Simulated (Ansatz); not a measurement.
Spectroscopic constants of RhH, multiplicity 3 (lowest of 2S+1 = 1, 3, 5 at CCSD(T)/def2-TZVPP on PBE0 minima; our sources give no spin for the ground state, which may be another). No spin–orbit coupling.

Constants: fifth-degree fit in 1/R to seven points, most abundant isotopes. Runs in def2 and cc sets follow the lowest solution found near the PBE0 minimum.

Correlated levels freeze the inner cores; with def2 sets outer-core shells near the valence are correlated too.

Codes used: Ansatz (a program for electronic structure) with Gaussian orbitals. Values without a source in brackets are computed. In def2 rows elements past Kr take small-core potentials, without spin–orbit coupling.

Energies at CCSD(T)/def2-QZVPP:

| R (Å) | E (hartree) |
|---|---|
| 1.442170 | -110.96098556 |
| 1.480938 | -110.96306330 |
| 1.516605 | -110.96399976 |
| 1.556924 | -110.96411563 |
| 1.597243 | -110.96339872 |
| 1.643764 | -110.96172676 |
| 1.698039 | -110.95887026 |

### Question
With a reduced mass of 0.9981 u, find the minimum, the force constant and the constants.

### Answer
A fifth-degree polynomial in 1/R puts the minimum at r_e = 1.5416 Å with force constant 240 N/m. Then ω_e = (1/2πc)√(k/μ) = 2019 cm⁻¹ and B_e = h/(8π²cμr_e²) = 7.107 cm⁻¹; the cubic and quartic terms give α_e = 0.21 and ω_e x_e = 36 cm⁻¹.
